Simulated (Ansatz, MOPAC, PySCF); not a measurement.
Species: GeH, charge 1, multiplicity 1. SMILES of the parent species: [GeH]
Structure (B3LYP-D3(BJ)/def2-TZVP (Ansatz, a first-principles code) minimum search):
```
Ge
H 1 1.5926
```
Charge +1, spin multiplicity 1.

Unscaled harmonic wavenumbers (cm⁻¹) in rising order, each level at the stationary point that it reaches from this structure (no distance between atoms moves by over 0.3 Å); the order of modes can differ between levels, and a negative number is imaginary. B3LYP-D3(BJ)/def2-TZVP (PySCF, at the structure above): 1988.

AM1 (MOPAC): 1959. Zero-point energy 2.8 against 2.8 kcal/mol; where all levels lie over 400 cm⁻¹, the wavenumbers are on average 0.985 times those of B3LYP-D3(BJ)/def2-TZVP.

PM3 (MOPAC): 1802. Zero-point energy 2.6 against 2.8 kcal/mol; where all levels lie over 400 cm⁻¹, the wavenumbers are on average 0.906 times those of B3LYP-D3(BJ)/def2-TZVP.

HF/6-31G* with LANL2DZ past Ar (Ansatz): 2053. Zero-point energy 2.9 against 2.8 kcal/mol; where all levels lie over 400 cm⁻¹, the wavenumbers are on average 1.033 times those of B3LYP-D3(BJ)/def2-TZVP.

B3LYP/6-31G* with LANL2DZ past Ar (Ansatz): 1933. Zero-point energy 2.8 against 2.8 kcal/mol; where all levels lie over 400 cm⁻¹, the wavenumbers are on average 0.972 times those of B3LYP-D3(BJ)/def2-TZVP.
